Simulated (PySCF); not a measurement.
Work out the structure from these simulated measurements.

Formula: C3H5B.

| Property | Result |
| --- | --- |
| UV, first state | lowest singlet excitation: 4.64 eV (267 nm, f = 0.008) [TDDFT CAM-B3LYP/def2-SVPD] |
| Rotational structure | rotational constants A, B, C: 20.695, 6.709, 6.236 GHz [PBE0-D3(BJ)/def2-SVP] |
| NMR, other nuclei | isotropic shieldings of nuclei other than C and H, by class: 13 (1 B) ppm [GIAO PBE0/pcSseg-1] |
| Valence photoelectron | vertical ionisation energy: 9.71 eV [ΔSCF CAM-B3LYP/def2-SVPD] |
| 1H NMR | chemical shifts (computed TMS as zero) by class: 7.27 (2 H), 7.21 (2 H), 1.97 (1 H) ppm [GIAO PBE0/pcSseg-1] |
| Triplet | lowest triplet excitation (Tamm–Dancoff): 3.79 eV [TDA CAM-B3LYP/def2-SVPD] |
| UV, strongest line | among the 10 lowest singlet transitions: S6 at 7.23 eV (171 nm, f = 0.136) [TDDFT CAM-B3LYP/def2-SVPD] |
| Couplings | largest of the computed one-bond spin–spin couplings (means over like bonds): 13C–1H +258.2 (×2), 13C–1H +160.9, 11B–1H +133.0 (×2), 13C–13C +93.2, 13C–11B +72.8, 13C–13C +2.5 (×2) Hz [B3LYP/pcJ-1] |
| Dipole | 1.53 D [CAM-B3LYP/def2-SVPD] |
| 13C NMR | chemical shifts (computed TMS as zero) by class: 117.5 (2 C), 25.0 (1 C) ppm [GIAO PBE0/pcSseg-1] |

Gas-phase values; electronic properties from PySCF, density fitting. Levels stand in brackets. The structure is a single PBE0-D3(BJ)/def2-SVP conformer in the gas phase; no vibrational or solvent corrections. NMR values are class means; diastereotopic atoms form classes of their own.

Question: Give a SMILES that accounts for the data.

Answer: Numbering: `[BH2:1][CH:2]1[CH:3]=[CH:4]1`. 3 carbons fall into 2 classes; from least to most shielded: alkene CH carbon [C3/C4] (117.5 ppm, 2 C), ring sp3 carbon bound to boron [C2] (25.0 ppm). Hydrogen classes from least to most shielded: 2 H on 2 alkene CH carbons, C3/C4 (7.27 ppm), 2 H on a three-coordinate boron, B1 (7.21 ppm, a mean of values up to 0.9 ppm apart in this geometry), 1 H on an sp3 carbon bound to boron, C2 (1.97 ppm). The other shieldings belong to: 13 ppm, three-coordinate boron [B1]. The couplings run between: +258.2 Hz, alkene CH carbon [C3] and its hydrogen (with 1 like pair); +160.9 Hz, sp3 carbon bound to boron [C2] and its hydrogen; +133.0 Hz, three-coordinate boron [B1] and its hydrogen (with 1 like pair); +93.2 Hz, alkene CH carbon [C3] and alkene CH carbon [C4]; +72.8 Hz, sp3 carbon bound to boron [C2] and three-coordinate boron [B1]; +2.5 Hz, sp3 carbon bound to boron [C2] and alkene CH carbon [C3] (with 1 like pair). The first electron is taken from the HOMO, whose largest Löwdin shares are 0.28 on each of 2 atoms of one kind (alkene CH carbon), 0.19 on the sp3 carbon bound to boron and 0.11 on the three-coordinate boron. The optimised geometry has point group Cs and is an asymmetric top. Structure: `C1(C=C1)B`. Computed isomers that give other values at the same levels: `BC#CC` (13C chemical shifts (computed TMS as zero) by class: 160.0 (1 C), 100.4 (1 C), 8.5 (1 C) ppm); `BC1=CC1` (13C chemical shifts (computed TMS as zero) by class: 137.8 (1 C), 136.3 (1 C), 21.3 (1 C) ppm); `BCC#C` (13C chemical shifts (computed TMS as zero) by class: 86.3 (1 C), 72.7 (1 C), 23.6 (1 C) ppm). The assignments are read from this structure; whether some other isomer fits the data as well wasn't checked.
